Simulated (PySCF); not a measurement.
**Bond curve of PrN**

Set-up: PySCF, spin-free X2C with a Gaussian nucleus, basis sets Pr x2c-TZVPall, N x2c-TZVPall. Energies in eV from Pr (4f3 6s2) + N in their ground configurations at the same level. State: triplet, about 2.3 electrons in the 4f shell (Mulliken), real f orbitals that mix terms.

All columns are PBE0. A positive dipole means Pr(−)N(+).

```csv
R (Å),E (eV),μ (D),Mulliken charge on Pr (basis-dependent),HOMO (eV),LUMO (eV),Mayer bond order,⟨S²⟩
1.493,-3.361,-4.66,0.36,-3.40,-1.47,2.99,2.04
1.562,-4.308,-5.71,0.44,-3.39,-1.50,2.98,2.03
1.632,-4.852,-6.14,0.50,-3.50,-1.57,2.96,2.01
1.684,-5.052,-6.45,0.53,-3.69,-1.65,2.94,2.01
1.736,-5.107,-6.84,0.55,-3.86,-1.73,2.94,2.01
1.788,-5.047,-7.22,0.57,-3.98,-1.81,2.93,2.01
1.857,-4.829,-7.65,0.59,-4.07,-1.92,2.92,2.02
1.944,-4.400,-8.02,0.61,-4.10,-2.06,2.90,2.03
2.049,-3.744,-7.97,0.62,-4.08,-2.24,2.86,2.08
2.187,-2.857,-4.91,0.56,-4.25,-2.58,2.39,2.76
```

A fit through these points gives, at Re = 1.733 Å, μ = -6.81 D and dμ/dR = -7.51 D/Å; the reduced mass is 12.74 u.

Question: How strong is the fundamental in the double-harmonic approximation, I = 42.26·(dμ/dR)²/μred km/mol?

Answer: I = 42.26·(-7.51)²/12.74 = 187 km/mol at PBE0.

⟨S²⟩ of the unrestricted solution departs from its pure value on part of the curve, where spin states mix. Spin–orbit coupling is left out, which matters for elements this heavy, above all for dissociation energies. The state is the lowest single determinant that the PBE0 search found; with open d or f shells the true ground state can be another one.
